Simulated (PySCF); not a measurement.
# Two-component Hartree-Fock for W⁶¹⁺ (tungsten, charge +61)

Start: [Ne] 3s2 3p1; 3p1/2 filled at m_j = +1/2. Calculated with PySCF 2.14 in an even-tempered Gaussian basis (18 s from 19 bohr⁻², ratio 2.4; 14 p from 25 bohr⁻², ratio 2.4; 4 d from 83 bohr⁻², ratio 2.6; 4 f from 120 bohr⁻², ratio 2.6): generalised Hartree-Fock with the X2C-1e Hamiltonian and a Gaussian nucleus; one run each with spin-orbit coupling (SO) switched off, then screened by Boettger's factors.

```
spinor shell  electrons  ε, spin-free (eV)  ε, screened SO (eV)  weight of nominal j (screened SO)  rms radius, screened SO (bohr)
       1s1/2          2           -74978.9             -74953.0                              1.000                          0.0207
       2s1/2          2           -17011.8             -17001.9                              1.000                          0.0825
       2p1/2          2           -15511.3             -16506.4                              1.000                          0.0700
       3s1/2          2            -6884.6              -6881.1                              1.000                           0.197
       3p1/2          1            -6471.1              -6733.3                              1.000                           0.186
```

Q: Where does 2p3/2 lie, and what is the 2p spin-orbit splitting (screened SO)?

A: At -15102.5 eV, 1404.0 eV above 2p1/2.

```csv
quantity,spin-free,screened SO
E (hartree),-11810.47011,-11835.16793
M_J,1/2,1/2
⟨J²⟩,1.098,0.750
⟨L²⟩,2.001,2.028
⟨S²⟩,0.750,0.777
```

Each row is a mean over spinors that exchange with the open shell spreads, by up to 21.476 eV (2p1/2).

Breit and QED terms are absent; they matter most for the inner s and p1/2 levels.

Densities and radii are taken from the X2C orbitals without a picture-change correction, which distorts them close to the nucleus.

Without spin-orbit coupling the j labels of p, d and f shells carry no meaning; the spin-free column gives the mean over the occupied spinors of each nl shell, and its ⟨J²⟩ belongs to a mixture of degenerate components.
